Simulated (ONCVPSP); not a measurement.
Which change was made? (Pm, ONCV)

- Element: promethium (Pm)
- Generator: ONCVPSP 4.0.1
- Type: optimised norm-conserving Vanderbilt (ONCV)
- Functional: LDA (Perdew-Zunger)
- Relativity: scalar-relativistic
- Frozen core: [Kr] 4d10
- Valence charge: 15
- Reference configuration: 4f5 5s2 5p6 6s2
- Partial waves: 5s+6s: rc 2.35 bohr, ncon 5, nbas 10, qcut 4.9 1/bohr, 2 projectors; 5p: rc 1.90 bohr, ncon 4, nbas 8, qcut 4.4 1/bohr, 2 projectors, debl 3.2 Ha; d scattering state at 0.02 Ha: rc 2.15 bohr, ncon 3, nbas 7, qcut 4.7 1/bohr, 2 projectors, debl 1.2 Ha; 4f: rc 1.00 bohr, ncon 4, nbas 9, qcut 16.3 1/bohr, 1 projector
- Local potential: polynomial inside 0.65 bohr (lpopt 4, dvloc0 0 Ha)
- Core correction: none

In the d channel the program set the typed energies aside and used 0.050, 1.250 Ha.

Cutoffs, loose and tight: the cutoffs (Ha) at which the residual kinetic energy of the hardest occupied pseudo-wave falls to 1 and 0.1 mHa per electron. They do not see the model core or the augmentation charge, which bear on the density cutoff. Test errors are all-electron minus pseudo excitation energies from the reference, over the configurations 4f5 5s2 5p6 6s1; 4f5 5s2 5p6 6s0; 4f4 5s2 5p6 6s0; 4f5 5s2 5p6 6s1.5; variants that change the core or the reference have their own tests.

The base gives: outcome: generated, projector energies reset by the program; cutoff, loose: 115 Ha; cutoff, tight: 132 Ha; bound ghosts: s, p; GHOST(+) flags above zero: s, d; largest test error (meV): tests left out (the all-electron energies of this program are off by 10 to 40 meV for near-neutral 4f atoms).

Problem. After one change the result is: outcome: generated; cutoff, loose: 115 Ha; cutoff, tight: 126 Ha; bound ghosts: s, p; GHOST(+) flags above zero: s, d; largest test error (meV): -88 over the solved tests; 2 of 4 tests not solved or not reliable. Which change was it?
A. s: qcut 6.6; p: qcut 5.9; d: qcut 6.3; f: qcut 21.9
B. core [Kr] 4d10 5s2, valence charge 13; reference 4f5 5p6 6s2; waves now 6s: rc 3.50 bohr, ncon 4, nbas 7, qcut 1.6 1/bohr, 2 projectors, debl 1.4 Ha; 5p: rc 2.35 bohr, ncon 4, nbas 8, qcut 6.4 1/bohr, 2 projectors, debl 1 Ha; d scattering state at 0.39 Ha: rc 3.25 bohr, ncon 4, nbas 7, qcut 2.5 1/bohr, 2 projectors, debl 1.4 Ha; 4f: rc 1.10 bohr, ncon 4, nbas 8, qcut 18.3 1/bohr, 2 projectors, debl 3.3 Ha; local potential polynomial inside 1.00 bohr (lpopt 3, dvloc0 3 Ha)
C. reference 4f4 5s2 5p6 5d1 6s2; wave d scattering state at 0.02 Ha: rc 2.15 bohr, ncon 3, nbas 7, qcut 4.7 1/bohr, 2 projectors, debl 1.2 Ha becomes 5d: rc 2.15 bohr, ncon 3, nbas 7, qcut 4.7 1/bohr, 2 projectors, debl 1.2 Ha

Solution. C. The others give: core [Kr] 4d10 5s2, valence charge 13; reference 4f5 5p6 6s2; waves now 6s: rc 3.50 bohr, ncon 4, nbas 7, qcut 1.6 1/bohr, 2 projectors, debl 1.4 Ha; 5p: rc 2.35 bohr, ncon 4, nbas 8, qcut 6.4 1/bohr, 2 projectors, debl 1 Ha; d scattering state at 0.39 Ha: rc 3.25 bohr, ncon 4, nbas 7, qcut 2.5 1/bohr, 2 projectors, debl 1.4 Ha; 4f: rc 1.10 bohr, ncon 4, nbas 8, qcut 18.3 1/bohr, 2 projectors, debl 3.3 Ha; local potential polynomial inside 1.00 bohr (lpopt 3, dvloc0 3 Ha) → outcome: generated, projector energies reset by the program; cutoff, loose: 123 Ha; cutoff, tight: 141 Ha; bound ghosts: s; GHOST(+) flags above zero: s, p, d; largest test error (meV): tests left out (the all-electron energies of this program are off by 10 to 40 meV for near-neutral 4f atoms) | s: qcut 6.6; p: qcut 5.9; d: qcut 6.3; f: qcut 21.9 → outcome: generated, projector energies reset by the program; cutoff, loose: 167 Ha; cutoff, tight: 196 Ha; bound ghosts: s, p; GHOST(+) flags above zero: s, d; largest test error (meV): tests left out (the all-electron energies of this program are off by 10 to 40 meV for near-neutral 4f atoms).
